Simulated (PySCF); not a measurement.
## Correlation energy of S(2+) (sulfur, charge +2)

[Ne] 3s1 3p2 3d1, one real determinant (an excited configuration). Computed with PySCF 2.14 in aug-cc-pV(D+d)Z (5s4p3d, 32 functions), with no relativity, point nucleus. Frozen: [Ne]; 4 electrons correlated.

| level | correlation energy (mhartree) |
| --- | --- |
| CCSD | -55.11 |
| (T) | -3.23 |
| CCSD(T) | -58.34 |
| CCSDT | -58.65 |

Diagnostics: T1 = 0.025, D1 = 0.0692, largest double amplitude 0.520.

Q: Is a single reference adequate?

A: Not fully. The real determinant used has ⟨L²⟩ near 8 against 12 for a pure F term, so it mixes terms. The outer electron is Rydberg-like, and this basis confines it to a smaller radius and binds it less than a complete one would. A double-excitation amplitude exceeds 0.15, a sign of near-degeneracy.

The reference is one real determinant that mixes LS terms of this configuration.
